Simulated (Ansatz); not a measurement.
**Ligand exchange: GeH3(CH3) + Ga(CH3)(NH2)2 → GeH3(NH2) + Ga(CH3)2(NH2)**

Gas-phase species: GeH3(CH3) (methyl germane), singlet; Ga(CH3)(NH2)2, singlet; GeH3(NH2), singlet; Ga(CH3)2(NH2), singlet. The partners trade CH3 for NH2: Ge–CH3 and Ga–NH2 bonds give way to Ge–NH2 and Ga–CH3.

Shapes, held fixed at every level: PBE0-D4/def2-TZVP. Programs: Ansatz 0.2.0. Electronic energies: no zero-point or thermal term.

| level | kind | ΔE (kJ/mol) | less CCSD(T)/def2-TZVPP |
| --- | --- | --- | --- |
| HF/def2-SVP | Hartree–Fock | +39.5 | +3.3 |
| SPW92/def2-TZVPP | LDA | +36.7 | +0.5 |
| PBE0-D4/def2-TZVPP | global hybrid | +35.1 | -1.1 |
| wB97M-V/def2-TZVPP | range-separated hybrid | +34.8 | -1.4 |
| B2PLYP/def2-TZVPP | double hybrid | +35.9 | -0.3 |
| MP2/def2-SVP | perturbation theory | +37.5 | +1.3 |
| CCSD(T)/def2-SVP | coupled cluster or CI | +36.4 | +0.2 |
| CCSD(T)/def2-TZVPP | coupled cluster or CI | +36.2 | 0.0 |

The highest level, CCSD(T)/def2-TZVPP, gives ΔE = +36.2 kJ/mol; the levels span +34.8 to +39.5. The column of differences is taken from that level and isn't an error. No measured value is set beside it here. Relativity is left out for Ga, Ge. Outer-core shells of Ga, Ge are correlated, in sets that cover them unevenly.
